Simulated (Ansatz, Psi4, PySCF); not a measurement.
BiF₂ (SMILES [F][Bi][F]), doublet, at a GFN2-xTB geometry (such geometries of metal compounds can be far from the true shape) (the spin is typed, not shown lowest) (core potentials on Bi). Base run: B97M-V/def2-SVP (PySCF).

The PySCF input:
```python
from pyscf import gto, scf, dft

mol = gto.M(
    atom='''
Bi    0.216769    0.097440    0.087845
F    -1.134295    0.716721   -1.365955
F    -0.864801   -1.615338    0.555832
''',
    basis='def2-svp',
    ecp={'Bi': 'def2-svp'},
    charge=0,
    spin=1,
    verbose=4,
)

mf = dft.UKS(mol)
mf.xc = 'b97m_v'
mf.kernel()
```

The same geometry, method and basis name were run in Ansatz (a quantum-chemistry and plane-wave program) and Psi4 and PySCF, at each program's defaults and at the settings that a row names. The base is PySCF at its defaults. Differences at the defaults can come from grids, fitting, cores and function types together.

```
code and settings                                                                             ΔE vs base (mEh)  basis functions      E (Eh)  SCF cycles  dipole (D)
--------------------------------------------------------------------------------------------  ----------------  ---------------  ----------  ----------  ----------
PySCF, defaults (exact integrals, its default grid, spherical functions)                                 0.000               54  -414.09622          12        4.75
Psi4, defaults (density fitting with its default set, its default grid, spherical functions)            -0.764               54  -414.09698           9        4.75
Ansatz, defaults (factorised integrals, its default grid, spherical functions)                          -0.008               54  -414.09623           -           -
PySCF, density fitting with def2-universal-jkfit                                                        -0.041               54  -414.09626          12        4.75
PySCF, fine grid                                                                                        -0.020               54  -414.09624          12        4.75
Psi4, exact integrals, spherical functions, fine grid                                                    0.214               54  -414.09601          13        4.75
Ansatz, high accuracy                                                                                   -0.007               54  -414.09623           -           -
```

Open shells are given as the SCF converged; they aren't shown to be the lowest states, and a large step between rows can be another state.
